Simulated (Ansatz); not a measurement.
# Two structures, one formula

The two ends of one reaction step of SiNH₉O₂, singlet (PBE0-D4/def2-TZVP).

A:

```xyz
13
angstrom
Si -1.1155 -0.4271 -1.2733
H 0.2653 -0.8704 -0.9339
H -1.1620 0.7022 -2.2193
H -1.8990 -0.2027 -0.0277
O -1.8509 -1.6543 -2.1265
H 0.6276 1.2148 0.6422
O 0.0847 1.6249 -0.0663
H 1.7971 -0.6633 1.1356
N 1.7245 0.1677 1.7112
H -1.9635 -2.4903 -1.6743
H -0.5555 2.1846 0.3772
H 2.6599 0.5356 1.8340
H 1.3870 -0.1218 2.6208
```

B:

```tsv
atom	x (Å)	y (Å)	z (Å)
Si1	-1.4876	0.7241	-0.8389
H2	0.2322	-3.3349	0.5806
H3	-2.4591	0.1046	-1.7752
H4	-2.0865	0.9555	0.5008
O5	-0.2247	-0.2973	-0.7791
H6	1.3904	0.7128	1.9261
O7	-1.0976	2.2462	-1.3397
H8	0.0538	-2.7198	0.1935
N9	1.6607	0.0213	1.2371
H10	0.4585	-0.1490	-0.0813
H11	-0.7640	2.3320	-2.2340
H12	2.5804	0.2734	0.8966
H13	1.7434	-0.8690	1.7132
```

Computed with Ansatz 0.2.0 (basis: def2-TZVPP); correlated methods freeze the cores. B3LYP uses VWN-RPA correlation.

Question: Which structure is lower at CCSD(T), and by how much? (To be estimated.)

Answer: The calculation gives: B, by 89.8 kJ/mol (electronic energy, against the other). By their contacts, A is a complex of SiH₄O ([OH][SiH3]) + H₂O + NH₃ and B is a complex of SiH₄O₂ ([OH][SiH2][OH]) + NH₃ + H₂.

All methods give the same order:

```json
{"method": "SPW92", "E(B) − E(A) (kJ/mol)": "-78.3"}
{"method": "PBE-D4", "E(B) − E(A) (kJ/mol)": "-83.9"}
{"method": "BLYP-D4", "E(B) − E(A) (kJ/mol)": "-92.7"}
{"method": "r2SCAN-D4", "E(B) − E(A) (kJ/mol)": "-93.2"}
{"method": "B97M-V", "E(B) − E(A) (kJ/mol)": "-89.7"}
{"method": "PBE0-D4", "E(B) − E(A) (kJ/mol)": "-84.1"}
{"method": "B3LYP-D4", "E(B) − E(A) (kJ/mol)": "-91.7"}
{"method": "r2SCAN0-D4", "E(B) − E(A) (kJ/mol)": "-91.2"}
{"method": "BHLYP-D4", "E(B) − E(A) (kJ/mol)": "-91.7"}
{"method": "CAM-B3LYP-D4", "E(B) − E(A) (kJ/mol)": "-91.7"}
{"method": "wB97X-V", "E(B) − E(A) (kJ/mol)": "-87.9"}
{"method": "wB97M-V", "E(B) − E(A) (kJ/mol)": "-87.6"}
{"method": "B2PLYP", "E(B) − E(A) (kJ/mol)": "-93.2"}
{"method": "PBE-QIDH", "E(B) − E(A) (kJ/mol)": "-88.8"}
{"method": "RPA on PBE", "E(B) − E(A) (kJ/mol)": "-88.2"}
{"method": "HF", "E(B) − E(A) (kJ/mol)": "-94.0"}
{"method": "MP2", "E(B) − E(A) (kJ/mol)": "-95.7"}
{"method": "CCSD", "E(B) − E(A) (kJ/mol)": "-88.7"}
{"method": "CCSD(T)", "E(B) − E(A) (kJ/mol)": "-89.8"}
```

No T1 diagnostic of these runs exceeds 0.011.

Labels in which every atom is bracketed show which atoms are joined, not bond orders.

For scale, one of the runs: CCSD(T)/def2-TZVPP, 261 basis functions, launched by `ansatz run in.yaml --threads 8 --pin off --events-out ev --progress --plain --max-ram 19148MiB`. Time: 86 s of wall clock on 8 CPU threads of an AMD EPYC 7R43; the host was shared. Peak host memory: 6.4 GiB.
